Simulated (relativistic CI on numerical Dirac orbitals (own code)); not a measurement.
**Transition arrays of Pm¹⁷⁺**

Calculated at this level of theory: Dirac-Coulomb-Breit CI, orbitals from a KLI potential per configuration, model QED (radiative potential, 1s self-energy scaled to tabulated hydrogen-like ionisation energies), valence Slater integrals scaled by 0.9, whole transition arrays (own radial code, finite nucleus).

CI space (outside the closed core [Ar] 3d10 4s2): 4p6 4d8, 4p6 4d7 4f, 4p5 4d9, 4p6 4d7 5p, 4p6 4d7 5f. Levels of other configurations are missing.

All E1 lines from the levels of 4p6 4d8; mean and standard deviation are weighted by gf, and upper levels are sorted by their leading configuration.

| Upper configuration | Lines | Σgf | Mean (eV) | Mean (nm) | σ (eV) | Strongest line (nm) |
| --- | --- | --- | --- | --- | --- | --- |
| 4p6 4d7 4f | 743 | 382.6 | 163.56 | 7.580 | 3.38 | 7.535 |
| 4p5 4d9 | 38 | 1.9 | 114.97 | 10.784 | 2.58 | 10.671 |
| 4p6 4d7 5p | 466 | 34.5 | 192.37 | 6.445 | 3.24 | 6.482 |
| 4p6 4d7 5f | 721 | 23.7 | 289.36 | 4.285 | 3.41 | 4.254 |

Σgf per state of the lower configuration in bins of 0.1 nm over the central range (centre: value): 4.25: 0.29, 4.35: 0.21, 6.35: 0.15, 6.45: 0.39, 6.55: 0.13, 7.15: 0.05, 7.25: 0.10, 7.35: 0.18, 7.45: 1.05, 7.55: 4.18, 7.65: 2.65, 7.75: 0.13.

How do configuration mixing and the scaling of the Slater integrals move the arrays?

Slater scale 0.9, no configuration mixing: 4p6 4d7 4f 160.3 ± 5.4 eV (Σgf 313.6), 4p5 4d9 135.2 ± 12.1 eV (Σgf 43.2), 4p6 4d7 5p 192.7 ± 3.2 eV (Σgf 43.4), 4p6 4d7 5f 289.1 ± 3.4 eV (Σgf 32.4); Slater scale 1: 4p6 4d7 4f 166.8 ± 3.4 eV (Σgf 392.1), 4p5 4d9 113.6 ± 2.7 eV (Σgf 1.7), 4p6 4d7 5p 192.3 ± 3.6 eV (Σgf 32.7), 4p6 4d7 5f 289.5 ± 3.6 eV (Σgf 23.5); Slater scale 0.8: 4p6 4d7 4f 160.3 ± 3.4 eV (Σgf 373.2), 4p5 4d9 116.3 ± 2.4 eV (Σgf 2.2), 4p6 4d7 5p 192.3 ± 3.0 eV (Σgf 36.0), 4p6 4d7 5f 289.2 ± 3.2 eV (Σgf 23.9). With mixing, levels are counted to their leading configuration, so an array can shrink or vanish into another, and the sums then hold other lines.
